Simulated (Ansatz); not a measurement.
`[SiH3]/C=C/[SiH3]` + `N=C(F)F` → `FC(F)=N[SiH3]` + `C=C[SiH3]` at 500 K and 1 bar (ligand exchange at the Si–C bond).

Gas-phase electronic energies from Ansatz, PBE0-D4/def2-TZVP geometries. CCSD(T)/CBS is the MP2 limit (def2-TZVPP, def2-QZVPP) plus CCSD(T) − MP2 in def2-TZVPP, frozen cores. This one scheme is used for every species. Each species was taken in one conformer, which may not be the lowest.

```csv
species,CCSD(T)/CBS energy (Eh),H − E (kJ/mol),S (J/(mol·K))
`[SiH3]/C=C/[SiH3]`,-659.04033,264.4,407.8
`N=C(F)F`,-292.91376,92.9,298.1
`FC(F)=N[SiH3]`,-583.21240,147.7,381.8
`C=C[SiH3]`,-368.76077,209.7,334.4
```

H − E and S are ideal-gas, rigid-rotor, harmonic terms from PBE0-D4/def2-TZVP, for one conformer and one mirror image of each species. 1 Eh = 2625.50 kJ/mol, R = 8.31446 J/(mol·K).

Q: By hand: ΔE, ΔH, ΔS and ΔG.

A: ΔE = (-583.21240) + (-368.76077) − (-659.04033) − (-292.91376) = -0.01908 Eh = -50.1 kJ/mol. Δ(H − E) = 147.7 + 209.7 − 264.4 − 92.9 = 0.1, so ΔH = -50.0 kJ/mol. ΔS = 381.8 + 334.4 − 407.8 − 298.1 = 10.3 J/(mol·K). ΔG = -50.0 − 500 × (10.3)/1000 = -55.1 kJ/mol.

Q: By hand: the equilibrium constant, and the temperature at which ΔG would vanish if ΔH and ΔS stayed fixed.

A: log₁₀ K = −ΔG/(RT ln 10) = 5.8. ΔH and −TΔS have one sign here, so there is no such temperature.

The number of gas molecules stays the same, so ΔS is small and ΔH decides. A doubt of 5 kJ/mol in ΔE shifts log₁₀ K by 0.5 here. Other conformers and mirror images would add mixing entropy, several J/(mol·K) or more a flexible species. These are equilibria of isolated gas molecules and say nothing of rates. Largest T1 diagnostic: 0.013 (customary marks: 0.02 for closed shells, 0.045 for open ones).

ΔS is within the doubt of such terms, so its sign, and with it that verdict, could turn.
